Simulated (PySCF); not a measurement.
C₂H₅N, SMILES C=NC. Atoms are numbered in the order given.

```xyz
8

C      0.1335     1.1380     0.0000
N     -0.5319    -0.1378     0.0000
C      0.1804    -1.1734     0.0000
H     -0.1866     1.7067    -0.8771
H     -0.1866     1.7067     0.8771
H      1.2310     1.0642     0.0000
H      1.2800    -1.1487     0.0000
H     -0.2986    -2.1520     0.0000
```
Charge 0, spin multiplicity 1.

Geometry: PBE0-D3(BJ)/def2-TZVP.

Calculation: SMD-B3LYP/def2-SVP (PySCF).

Solvation free energies are E(SMD) − E(gas) at the gas-phase geometry, for 1 M in both phases. In vacuum the dipole moment is 1.37 D.

Computed solvation free energies in water, acetonitrile, methanol:
```csv
solvent,ΔG(solv) (kcal/mol),its non-electrostatic (CDS) part,dipole (D)
water,-3.0,0.4,1.83
acetonitrile,-2.5,0.9,1.82
methanol,-2.6,0.7,1.82
```
